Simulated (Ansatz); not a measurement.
Ansatz (a program for electronic structure) input (B3LYP-D3(BJ)/def2-TZVP):

Ansatz 0.2 input:
```yaml
crystal:
  periodic: [false, false, false]
  atoms:
    - {symbol: Sc, position_ang: [0.27481377, -0.10347922, 0.27052579]}
    - {symbol: O, position_ang: [0.94161406, 0.30633831, -1.41932257]}
    - {symbol: H, position_ang: [0.99024011, 0.56062880, -2.33921172]}
    - {symbol: O, position_ang: [-1.48255231, -0.10265176, 0.88682468]}
    - {symbol: H, position_ang: [-2.43382323, -0.01705759, 0.91815310]}
basis:
  gaussian:
    orbitals: def2-TZVP
hamiltonian:
  xc: b3lyp
  dispersion: d3bj
magnetization: {spin_polarized: true, initial_magnetization: 1}
phonons: {temperatures: {t_min: 298.15, t_max: 298.15, t_step: 100}}
```

Output:

```
Functional definition: B3LYP
integrals: 0.04 GiB planned
943 factors; their error is unknown
mean field: 0.52 GiB planned
mean field evaluation 1: about -24816.9747 eV, gradient 6.6e1 eV
mean field evaluation 2: about -24667.7025 eV, gradient 1.9e2 eV
mean field evaluation 4: about -24830.6878 eV, gradient 1.2e1 eV
mean field evaluation 8: about -24831.3921 eV, gradient 2.0e-1 eV
mean field evaluation 16: about -24831.4683 eV, gradient 2.5e-3 eV
mean field evaluation 32: about -24831.2924 eV, gradient 8.3e-1 eV
mean field -24831.46832079 eV, -912.5396294155 hartree, gradient 2.6e-5 eV, S^2 0.750595; 3 other end points of the search recorded, 0 dependent functions left out
the calculation of the forces begins
reference -24831.46857035 eV, -912.5396385863 hartree; 20, 19 occupied and 99, 100 virtual orbitals, 943 factors
these checks for a lower state are left out or cut short: stability, starts, cluster_reference, orbital_swaps, neighbouring_geometries, increment
integrals: 0.04 GiB planned
943 factors; their error is unknown
mean field: 0.52 GiB planned
mean field -24831.46827997 eV, -912.5396279151 hartree, gradient 2.4e-6 eV, S^2 0.750595; 0 other end points of the search recorded, 0 dependent functions left out
the calculation of the forces begins
reference -24831.46852953 eV, -912.5396370864 hartree; 20, 19 occupied and 99, 100 virtual orbitals, 943 factors
these checks for a lower state are left out or cut short: stability, starts, cluster_reference, orbital_swaps, neighbouring_geometries, increment
integrals: 0.04 GiB planned
943 factors; their error is unknown
mean field: 0.52 GiB planned
mean field -24831.46826342 eV, -912.5396273069 hartree, gradient 1.9e-6 eV, S^2 0.750594; 0 other end points of the search recorded, 0 dependent functions left out
the calculation of the forces begins
reference -24831.46851296 eV, -912.5396364774 hartree; 20, 19 occupied and 99, 100 virtual orbitals, 943 factors
these checks for a lower state are left out or cut short: stability, starts, cluster_reference, orbital_swaps, neighbouring_geometries, increment
integrals: 0.04 GiB planned
943 factors; their error is unknown
mean field: 0.52 GiB planned
mean field -24831.46810358 eV, -912.5396214331 hartree, gradient 1.9e-6 eV, S^2 0.750596; 0 other end points of the search recorded, 0 dependent functions left out
the calculation of the forces begins
reference -24831.46835316 eV, -912.5396306048 hartree; 20, 19 occupied and 99, 100 virtual orbitals, 943 factors
these checks for a lower state are left out or cut short: stability, starts, cluster_reference, orbital_swaps, neighbouring_geometries, increment
integrals: 0.04 GiB planned
943 factors; their error is unknown
mean field: 0.52 GiB planned
mean field -24831.46807916 eV, -912.5396205356 hartree, gradient 1.8e-6 eV, S^2 0.750594; 0 other end points of the search recorded, 0 dependent functions left out
the calculation of the forces begins
reference -24831.46832869 eV, -912.5396297057 hartree; 20, 19 occupied and 99, 100 virtual orbitals, 943 factors
these checks for a lower state are left out or cut short: stability, starts, cluster_reference, orbital_swaps, neighbouring_geometries, increment
integrals: 0.04 GiB planned
943 factors; their error is unknown
mean field: 0.52 GiB planned
mean field evaluation 64: about -24831.4683 eV, gradient 2.7e-4 eV
mean field -24831.46832217 eV, -912.5396294661 hartree, gradient 2.9e-6 eV, S^2 0.750595; 0 other end points of the search recorded, 0 dependent functions left out
the calculation of the forces begins
reference -24831.46857176 eV, -912.5396386383 hartree; 20, 19 occupied and 99, 100 virtual orbitals, 943 factors
these checks for a lower state are left out or cut short: stability, starts, cluster_reference, orbital_swaps, neighbouring_geometries, increment
integrals: 0.04 GiB planned
943 factors; their error is unknown
mean field: 0.52 GiB planned
mean field -24831.46830455 eV, -912.5396288185 hartree, gradient 1.3e-6 eV, S^2 0.750594; 0 other end points of the search recorded, 0 dependent functions left out
the calculation of the forces begins
reference -24831.46855407 eV, -912.5396379880 hartree; 20, 19 occupied and 99, 100 virtual orbitals, 943 factors
these checks for a lower state are left out or cut short: stability, starts, cluster_reference, orbital_swaps, neighbouring_geometries, increment
integrals: 0.04 GiB planned
943 factors; their error is unknown
mean field: 0.52 GiB planned
mean field -24831.46816761 eV, -912.5396237860 hartree, gradient 2.9e-6 eV, S^2 0.750595; 0 other end points of the search recorded, 0 dependent functions left out
the calculation of the forces begins
reference -24831.46841718 eV, -912.5396329577 hartree; 20, 19 occupied and 99, 100 virtual orbitals, 943 factors
these checks for a lower state are left out or cut short: stability, starts, cluster_reference, orbital_swaps, neighbouring_geometries, increment
integrals: 0.04 GiB planned
943 factors; their error is unknown
mean field: 0.52 GiB planned
mean field -24831.46813760 eV, -912.5396226833 hartree, gradient 2.9e-6 eV, S^2 0.750595; 0 other end points of the search recorded, 0 dependent functions left out
the calculation of the forces begins
reference -24831.46838713 eV, -912.5396318534 hartree; 20, 19 occupied and 99, 100 virtual orbitals, 943 factors
these checks for a lower state are left out or cut short: stability, starts, cluster_reference, orbital_swaps, neighbouring_geometries, increment
integrals: 0.04 GiB planned
943 factors; their error is unknown
mean field: 0.52 GiB planned
mean field -24831.46832308 eV, -912.5396294993 hartree, gradient 1.2e-6 eV, S^2 0.750595; 0 other end points of the search recorded, 0 dependent functions left out
the calculation of the forces begins
reference -24831.46857262 eV, -912.5396386698 hartree; 20, 19 occupied and 99, 100 virtual orbitals, 943 factors
these checks for a lower state are left out or cut short: stability, starts, cluster_reference, orbital_swaps, neighbouring_geometries, increment
integrals: 0.04 GiB planned
943 factors; their error is unknown
mean field: 0.52 GiB planned
mean field evaluation 96: about -24831.4683 eV, gradient 2.6e-4 eV
mean field -24831.46831524 eV, -912.5396292112 hartree, gradient 1.1e-6 eV, S^2 0.750595; 0 other end points of the search recorded, 0 dependent functions left out
the calculation of the forces begins
reference -24831.46856480 eV, -912.5396383825 hartree; 20, 19 occupied and 99, 100 virtual orbitals, 943 factors
Total energy: -24831.57532187 eV, -912.5435616326 hartree
Atom 0 at     0.274814    -0.103479     0.270526 Å, force    -0.000080     0.000030    -0.000079 eV/Å
Atom 1 at     0.941614     0.306338    -1.419323 Å, force     0.000019     0.000029    -0.000109 eV/Å
Atom 2 at     0.990240     0.560629    -2.339212 Å, force     0.000025    -0.000044     0.000146 eV/Å
Atom 3 at    -1.482552    -0.102652     0.886825 Å, force    -0.000113     0.000007     0.000016 eV/Å
Atom 4 at    -2.433823    -0.017058     0.918153 Å, force     0.000150    -0.000022     0.000026 eV/Å
Dipole moment:    -0.040240     0.015152    -0.039612 e Å
Vibrations: 119.14 352.11 361.62 369.37 389.86 687.37 737.77 3934.20 3935.81 cm⁻¹, zero-point energy 0.674923 eV
```

The spin state was set by rule; other spins were not relaxed.
